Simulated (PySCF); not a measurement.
In(H)(Me)2(py), C7H12InN, singlet (GFN2-xTB optimised geometry):

```
21

In    -0.298    -0.638     0.000
H     -1.102    -2.076     0.539
C      1.918    -0.638     0.000
H      2.315    -1.551    -0.445
H      2.322    -0.554     1.009
H      2.283     0.213    -0.578
C     -1.442     1.260     0.000
H     -0.815     2.076    -0.365
H     -1.780     1.523     1.002
H     -2.322     1.187    -0.641
C     -0.664    -1.873    -4.917
C     -1.002    -2.797    -3.940
C     -0.928    -2.410    -2.612
N     -0.548    -1.198    -2.246
C     -0.222    -0.313    -3.175
C     -0.265    -0.604    -4.527
H     -0.710    -2.137    -5.963
H     -1.316    -3.795    -4.202
H     -1.177    -3.080    -1.797
H      0.082     0.659    -2.804
H      0.007     0.143    -5.256
```

Computed with B3LYP/def2-SVP, def2 effective core potentials past Kr in PySCF 2.14.0.

What are the frontier orbital energies and the dipole moment?

HOMO-2 -8.12 eV, HOMO-1 -6.30 eV, HOMO -6.04 eV, LUMO -1.84 eV, LUMO+1 -1.36 eV; dipole moment 6.06 D.
